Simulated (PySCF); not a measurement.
## Calculated data, CH4Al2N

Calculation on a computer-drawn molecule: the log of a Hartree-Fock and frozen-core CCSD(T) single point meant for a local Hartree-Fock minimum, with one planted fault or none, to be diagnosed. Offsets are logged minus clean, where the clean run is the same molecule without the fault. The reference is restricted for singlets and unrestricted otherwise, and also for a bond in bohr or an excited solution. Adding or removing an electron swaps singlet and doublet. The excited solution moves the top pair (singlet) or top alpha electron (doublet) to the lowest empty orbital. Highest occupied and lowest empty are orbital energies over both spins, largest force is the largest gradient component, triples share is (T) over the correlation energy, the T1 limit is 0.02 restricted and 0.045 unrestricted, electrons count all cores, a negative frequency is imaginary (commonest isotopes), and the dipole is about the centre of nuclear charge. Program: PySCF 2.14.0.

CH4Al2N

Logged structure:
```xyz
8
CH4Al2N
C      0.0811     1.0263     1.7179
Al    -0.0762    -0.4474     0.4985
Al    -0.2853    -2.4195    -1.1275
N     -0.4132    -3.6351    -2.1330
H      0.7953     0.7871     2.5118
H      0.4301     1.9198     1.1912
H     -0.8886     1.2463     2.1748
H     -0.4940    -4.3988    -2.7631
```

```
meant charge                      : 1
meant multiplicity                : 1
meant basis                       : cc-pV(D+d)Z
logged electrons                  : 42
logged basis functions            : 94
logged SCF converged              : yes
logged spin squared               : 0
logged highest occupied           : -8.9566 eV
logged lowest empty               : -9.6091 eV
logged largest force              : 0.22591 hartree/bohr
logged CC converged               : no
logged dipole magnitude           : 8.5737 debye
logged SCF stable within its kind : no
logged energy HF                  : -577.86207 hartree
possible faults                   : no fault, one electron removed, one electron added, multiplicity raised by two, geometry at a saddle point, SCF held on an excited solution, minimal basis STO-3G, one bond length entered in bohr, all coordinates scaled
planted fault                     : withheld
```

Drawn bonds:
```tsv
atom	other atom	order
1	2	1
2	3	1
3	4	2
1	5	1
1	6	1
1	7	1
4	8	1
```

Notes: CCSD not converged.

Q: CH4Al2N: planted fault?
A: SCF held on an excited solution

Further results for CH4Al2N:

```
HF energy offset from clean run : 201.1 kcal/mol
```
